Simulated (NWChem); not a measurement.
Molecule: CH2O4Si; SMILES C1(=O)O[SiH](O)O1

```xyz
8

O      0.3091     2.3843     0.0000
C      0.0657     1.2305     0.0000
O     -0.1096     0.4007    -1.0794
Si    -0.4183    -0.8842     0.0000
O      0.6189    -2.1344     0.0000
O     -0.1096     0.4007     1.0794
H     -1.7772    -1.4335     0.0000
H      1.5697    -1.9801     0.0000
```
Atoms are numbered in this order, from 1.

All runs: NWChem. Pople sets run with spherical d functions. Coordinates come from a PBE0/def2-SVP optimisation. B3LYP is NWChem's, with the RPA form of VWN correlation. Vertical excitations in the gas phase; the lowest state need not have the same character in each row.

For level B3LYP/6-31+G*, full TDDFT:

```
Quantity                                  Result
----------------------------------------  ------
lowest excitation, singlet (eV)             6.88
lowest state with f > 0.02, singlet (eV)    7.49
orbital gap (eV)                            7.84
```

Question: What are these values for level BHandHLYP/6-31+G*, full TDDFT?

Answer: 
| Quantity | Value |
|---|---|
| lowest excitation, singlet (eV) | 7.24 |
| lowest state with f > 0.02, singlet (eV) | 9.02 |
| orbital gap (eV) | 10.59 |
